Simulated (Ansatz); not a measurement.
Input file for C6H12O, SMILES `CCCCCC=O`:

```yaml
crystal:
  periodic: [false, false, false]
  atoms:
    - {symbol: C, position_ang: [2.693313, -0.783981, -0.455335]}
    - {symbol: C, position_ang: [1.209625, -1.070079, -0.606590]}
    - {symbol: C, position_ang: [0.336337, -0.095328, 0.165010]}
    - {symbol: C, position_ang: [-1.149724, -0.380176, 0.020794]}
    - {symbol: C, position_ang: [-2.023652, 0.595291, 0.803006]}
    - {symbol: C, position_ang: [-1.940129, 1.985997, 0.250580]}
    - {symbol: O, position_ang: [-1.727262, 2.977824, 0.891317]}
    - {symbol: H, position_ang: [2.939593, 0.218745, -0.815401]}
    - {symbol: H, position_ang: [3.000346, -0.840827, 0.592671]}
    - {symbol: H, position_ang: [3.299291, -1.497336, -1.018228]}
    - {symbol: H, position_ang: [0.934229, -1.038644, -1.667229]}
    - {symbol: H, position_ang: [0.994172, -2.090692, -0.269149]}
    - {symbol: H, position_ang: [0.551938, 0.927313, -0.169641]}
    - {symbol: H, position_ang: [0.607923, -0.122471, 1.227447]}
    - {symbol: H, position_ang: [-1.428618, -0.347082, -1.039785]}
    - {symbol: H, position_ang: [-1.363531, -1.399577, 0.356747]}
    - {symbol: H, position_ang: [-1.761438, 0.620026, 1.863343]}
    - {symbol: H, position_ang: [-3.074913, 0.288816, 0.722137]}
    - {symbol: H, position_ang: [-2.097503, 2.052180, -0.851704]}
basis:
  gaussian: {orbitals: def2-SVP}
correlation: {method: ccsd_t}
```

```sh
$ ansatz run in.yaml --threads 2 --pin off --events-out ev --progress --plain --max-ram 20480MiB --backend cuda --devices 0, --max-vram 18GiB
```

Log, shortened:

```
Functional definition: HF
1626 factors; integrals over basis functions are off by at most 1.6e-3 eV
mean field evaluation 1: about -8398.3704 eV, gradient 4.4e1 eV
mean field evaluation 2: about -8398.5380 eV, gradient 4.4e1 eV
mean field evaluation 4: about -8403.5198 eV, gradient 6.2e0 eV
mean field evaluation 8: about -8403.6406 eV, gradient 4.6e-1 eV
mean field -8403.64234976 eV, -308.8281601602 hartree, gradient 1.8e-6 eV, S^2 0.000000; 0 other end points of the search recorded, 0 dependent functions left out
7 core orbitals not correlated: weight in the atoms' cores, before any rotation towards them, 1.000 or more for the frozen orbitals, at most 0.000 for the correlated occupied ones
reference -8403.64234976 eV, -308.8281601602 hartree; 21, 21 occupied and 130, 130 virtual orbitals, 1626 factors
second order -27.98751455 eV of doubles, -0.00000000 eV of singles
cycle   1  -29.18357108 eV  change    -1.2e0 eV  update   1.2e-1
cycle   2  -29.92159711 eV  change   -7.4e-1 eV  update   3.5e-2
cycle   3  -30.10858352 eV  change   -1.9e-1 eV  update   1.8e-2
cycle   4  -30.10755795 eV  change    1.0e-3 eV  update   4.4e-3
cycle   5  -30.10858841 eV  change   -1.0e-3 eV  update   1.7e-3
cycle   6  -30.10875597 eV  change   -1.7e-4 eV  update   5.2e-4
cycle   7  -30.10838328 eV  change    3.7e-4 eV  update   1.9e-4
cycle   8  -30.10834331 eV  change    4.0e-5 eV  update   6.3e-5
cycle   9  -30.10834467 eV  change   -1.4e-6 eV  update   2.7e-5
perturbative correction -0.93179198 eV, -0.0342427238 hartree
Total energy: -8434.68248641 eV, -309.9688641424 hartree
```

It took 2.4 s on 2 threads of an AMD EPYC 7R13 on a shared host and a share of an NVIDIA H100 80 GB, with 0.84 GiB of host memory at the peak.

Correlation energy per correlated electron: -0.739 eV. T1 diagnostic: 0.0108.
